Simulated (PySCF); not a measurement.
Sulfur: a sound run and one with changed settings

Sound run: S⁺ [Ne] 3s2 3p3, S²⁺ [Ne] 3s2 3p2. Computed with PySCF 2.14 in aug-cc-pVDZ-DK (5s4p2d, 27 functions), with the spin-free X2C one-electron Hamiltonian (Gaussian nucleus). In the sound run the correlated levels freeze [Ne]. The sound run starts from symmetry-adapted Hartree-Fock orbitals and uses a fine grid where one is needed.

Changed run: all electrons correlated in a basis built for the valence shell.

| species | method | sound run (hartree) | changed run (hartree) | converged |
| --- | --- | --- | --- | --- |
| S⁺ | MP2 | -398.30989 | -398.31645 | yes |
| S⁺ | CCSD(T) | -398.32972 | -398.33589 | yes |
| S²⁺ | MP2 | -397.45833 | -397.46506 | yes |
| S²⁺ | CCSD(T) | -397.48063 | -397.48709 | yes |

Ionisation energy of S⁺:

| method | sound run (eV) | changed run (eV) |
| --- | --- | --- |
| UHF | 22.721 | 22.721 |
| MP2 | 23.172 | 23.167 |
| SCS-MP2 | 23.014 | 23.008 |
| CCSD | 23.097 | 23.089 |
| CCSD(T) | 23.105 | 23.097 |

A valence basis has no tight correlating functions, so it recovers only part of the core correlation, and not evenly between atom and ion.

For comparison, NIST gives 23.338 eV between the lowest levels.
